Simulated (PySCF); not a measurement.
Cl₃Sb, SMILES [Cl][Sb+]([Cl])[Cl], charge +1, multiplicity 2. Atoms are numbered in the order given.

```xyz
4

Sb     0.0000     0.0000    -0.4350
Cl     1.8718     1.0807     0.4350
Cl    -1.8718     1.0807     0.4350
Cl     0.0000    -2.1614     0.4350
```
Charge +1, spin multiplicity 2.

The structure is a stationary point at B3LYP-D3(BJ)/def2-SVP. The def2 effective core potentials stand for the cores of Sb; spin–orbit coupling is left out.

Computed with PBE/def2-TZVPD run with PySCF.

Mulliken values depend strongly on the basis, most of all with diffuse functions as here. ESP charges are fitted to the potential on shells at 1.4 to 2.0 van der Waals radii. Atomic charges (e):

| atom | ESP fit | Mulliken | Mulliken spin |
|---|---|---|---|
| Sb1 | ? | 1.26 | 0.30 |
| Cl2 | ? | -0.09 | 0.23 |
| Cl3 | ? | -0.09 | 0.23 |
| Cl4 | ? | -0.09 | 0.23 |

Task: Fill in the missing entries. (The exact figures need the calculation; the answer reports its results.)

Result: 
- Sb1, ESP fit: 0.73
- Cl2, ESP fit: 0.09
- Cl3, ESP fit: 0.09
- Cl4, ESP fit: 0.09
